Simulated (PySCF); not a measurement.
# Working out the ionisation energy of Xe

Xe [Xe] (1S) → Xe⁺ [Kr] 4d10 5s2 5p5 (2P). All numbers are calculated (PySCF 2.14, scalar relativity through the core potential, in cc-pVDZ-PP with ECP28MDF). Frozen: 4s2 4p6 4d10. Energies in hartree (1 hartree = 27.21139 eV):

```
            part   Xe (lower)  Xe⁺ (upper)
             UHF  -328.290852  -327.864945
CCSD correlation    -0.108203    -0.090579
             (T)    -0.000693    -0.000722
```

What does Hartree-Fock give?

(-327.864945) − (-328.290852) = 0.425907 hartree = 11.590 eV.

What do CCSD and CCSD(T) give?

The CCSD correlation energies differ by 0.017624 hartree = 0.480 eV and the triples by -0.000029 hartree = -0.001 eV, so CCSD gives 12.070 eV and CCSD(T) 12.069 eV.

Measured between the centres of the two terms (NIST): 12.565 eV, so CCSD(T) (valence) is off by -0.496 eV.

A double-zeta basis recovers only part of the correlation energy.

What remains against the reference includes basis incompleteness, the frozen core and higher excitations.
